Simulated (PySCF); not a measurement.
C₂H₁₁PSSi₂.
Numbering: `[CH3:1][SiH2:2][S:3][Si@@H:4]([CH3:5])[PH2:6]` (hydrogens: H7, H8, H9 on C1; H10, H11 on Si2; H12 on Si4; H13, H14, H15 on C5; H16, H17 on P6)

Computed geometry: GFN2-xTB, gas phase.

(1) List the bond lengths, angles and torsions at this level.

## Answers

(1) 
```tsv
bond	length (pm)	order
C1–Si2	188.8	single
Si2–S3	215.7	single
S3–Si4	215.7	single
Si4–C5	190.0	single
Si4–P6	224.2	single
C1–H7, C1–H8, C1–H9	108.6	single
Si2–H10	146.1	single
Si2–H11	146.2	single
Si4–H12	147.0	single
C5–H13, C5–H14, C5–H15	108.6	single
P6–H16, P6–H17	138.3	single
```

Bonds in one row agree within 1 pm and their mean is given. Orders are formal, as drawn. A selection of angles:
```tsv
angle	degrees
Si2–C1–H7	111.2
H7–C1–H8	108.0
C1–Si2–S3	106.0
C1–Si2–H10	112.7
C1–Si2–H11	112.4
S3–Si2–H10	107.2
S3–Si2–H11	107.6
H10–Si2–H11	110.5
Si2–S3–Si4	104.8
S3–Si4–C5	112.0
S3–Si4–P6	106.2
S3–Si4–H12	105.5
C5–Si4–P6	107.9
C5–Si4–H12	109.7
P6–Si4–H12	115.6
Si4–C5–H13	110.7
H13–C5–H14	108.1
Si4–P6–H16	95.1
Si4–P6–H17	94.2
H16–P6–H17	92.9
```

Dihedral angles: C1–Si2–S3–Si4 163° (antiperiplanar); Si2–S3–Si4–C5 38° (synclinal).

Si2 (SiH2 silicon) is tetrahedral (angles from 106.0° to 112.7°). Si4 (SiH silicon) is distorted tetrahedral (angles from 105.5° to 115.6°). S3 (sulfur bonded to 2 Si) is bent (angle 104.8°). P6 (three-coordinate phosphorus) is pyramidal (angles 95.1°, 94.2° and 92.9°, sum 282.2°, 0.84 Å off the plane of its three neighbours). Of the pairs four or more bonds apart, Si2···H14 is among the closest relative to their van der Waals radii: 3.23 Å, 98 % of the sum of Bondi's values.

Point group: C1 (no symmetry element, even within 0.4 Å). Not checked by GFN2-xTB frequencies. The numbers are those of one conformer (C1–Si2–S3–Si4 163°, Si2–S3–Si4–C5 38°, S3–Si4–P6–H 54° and 147°).
